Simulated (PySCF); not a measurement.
**[Gd(H2O)3]3+ at several levels of theory**

Computed with PySCF 2.14.0 (density fitting, no spin-orbit coupling) at the geometry relaxed with PBE0:

```xyz
10
[Gd(H2O)3]3+ (singlet in the valence; each metal's 4f electrons, 7 of them, lie in its core potential, out of spins and levels; a saddle point, relaxed within its symmetry)
Gd    0.0000    0.0000    0.0000
O     2.2905    0.0000    0.0000
H     2.9079    0.0000    0.7709
H     2.9079    0.0000   -0.7709
O    -1.1452    1.9836    0.0000
H    -1.4539    2.5183    0.7709
H    -1.4539    2.5183   -0.7709
O    -1.1452   -1.9836    0.0000
H    -1.4539   -2.5183    0.7709
H    -1.4539   -2.5183   -0.7709
```

```
level                                              basis    state  HOMO (eV)  gap (eV)  charge on Gd1 (e)  population of f-type functions on Gd1 (polarisation alone where 4f lies in the core)  dipole about the centre of mass (D)  largest force component (eV/Å)
 PBE0  Gd lcecp-1-SVP with ECP53, O def2-SVP, H def2-SVP  singlet     -24.99      7.64               2.02                                                                                  0.04                                 0.00                            0.00
 BP86                                           the same  singlet     -23.22      5.12               1.90                                                                                  0.04                                 0.00                            0.56
```

In the lcecp rows the 4f levels are missing from HOMO and gap, and the state counts the valence alone.

Charges are Mulliken's, which hang on the basis. The relaxation used the grid (50, 194), these runs (75, 302) or, all-electron (x2c bases, spin-free X2C Hamiltonian), (99, 590).

**Question.** What does TPSSh with Gd lcecp-1-SVP with ECP53, O def2-SVP, H def2-SVP give here?

**Answer.** state singlet, HOMO (eV) -23.94, gap (eV) 6.28, charge on Gd1 (e) 2.00, population of f-type functions on Gd1 (polarisation alone where 4f lies in the core) 0.04, dipole about the centre of mass (D) 0.00, largest force component (eV/Å) 0.21. Time: 41 s on 2 threads of Intel(R) Xeon(R) Processor @ 2.50GHz (Skylake/Cascade Lake), with other jobs on the host, from an already converged density.

In the first row's basis the gap widens with exact exchange: 5.1 eV for BP86 (none); 6.3 to 7.6 eV for TPSSh, PBE0 (a fixed share).

An lcecp potential fixes the number of 4f electrons, so in runs with it no electron can move into or out of that shell.
